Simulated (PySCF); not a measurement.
# NMR problem set

[PySCF 2.14.0 with density-fitted response routines: NMR shieldings at PBE0/pcSseg-1/GIAO; geometry: GFN2-xTB; one conformer; equivalent nuclei averaged; in vacuum; non-relativistic]

Shifts are taken against calculated references (same method and geometry level): 1H (σ = 31.72 ppm) and 13C (σ = 186.93 ppm) vs TMS. Where no couplings were computed, multiplicities follow the n + 1 count of equivalent neighbours, and m marks all less simple cases (inequivalent or close neighbours, rings, F or P nearby). Shifts are as computed. Against solution values, carbons near 30 ppm lie about +3 ppm off and those near 130 ppm about +5 ppm. Of 1211 compounds with measured shifts, 218 miss one by over three times the rms of a fit or turn the order of signals round; such compounds aren't used in these exercises.

Problem. C$_{4}$H$_{10}$O$_{3}$Si. 1H NMR (500 MHz, computed): δ 5.39 (s, 1H), 4.72 (s, 3H), 4.16 (s, 3H), 3.56 (s, 3H). 13C{1H} NMR (computed): δ 154.9 (C), 118.5 (CH), 62.2 (CH3), 58.7 (CH3). Identify the compound.

Solution. `InChI=1S/C4H10O3Si/c1-5-3-4(6-2)7-8/h3H,1-2,8H3/b4-3+`. Rings plus π bonds: 1 (no ring in the answer). 4 carbon signals for 4 carbons: no two carbons are equivalent. Carbon types of the structure: 1 × C, 1 × CH, 2 × CH3, leaving 3 H on heteroatoms. δC 154.9, 118.5: alkene carbon bearing oxygen. δC 62.2, 58.7: methyl carbon bonded to O; deshielded by the electronegative neighbour. δH 5.39: hydrogen on an alkene carbon bearing oxygen; a vinylic proton, deshielded by the sp2 carbon and the C=C anisotropy. δH 4.16, 3.56: hydrogen on a methyl carbon bonded to O; its carbon carries O, an electronegative neighbour.

The shifts were computed for this structure.

Problem. C$_{2}$H$_{13}$NO$_{2}$Si$_{3}$. 1H NMR (600 MHz, computed): δ 5.23 (s, 3H), 5.09 (s, 2H), 4.99 (s, 2H), 2.65 (s, 6H). 13C{1H} NMR (computed): δ 37.8. What is it?

Solution. `CN(C)[SiH2]O[SiH2]O[SiH3]`. The formula gives 0 degrees of unsaturation. 1 carbon signal for 2 carbons: some carbons are equivalent by symmetry or fast rotation. Carbon types of the structure: 2 × CH3, leaving 7 H on heteroatoms. δC 37.8: methyl carbon bonded to N; pulled downfield by the heteroatom. δH 5.23: hydrogen on a silicon bonded to O. δH 5.09: hydrogen on a silicon bonded to N, O. δH 2.65: hydrogen on a methyl carbon bonded to N; its carbon carries N, hence the downfield position.

This is the structure that produced the data.
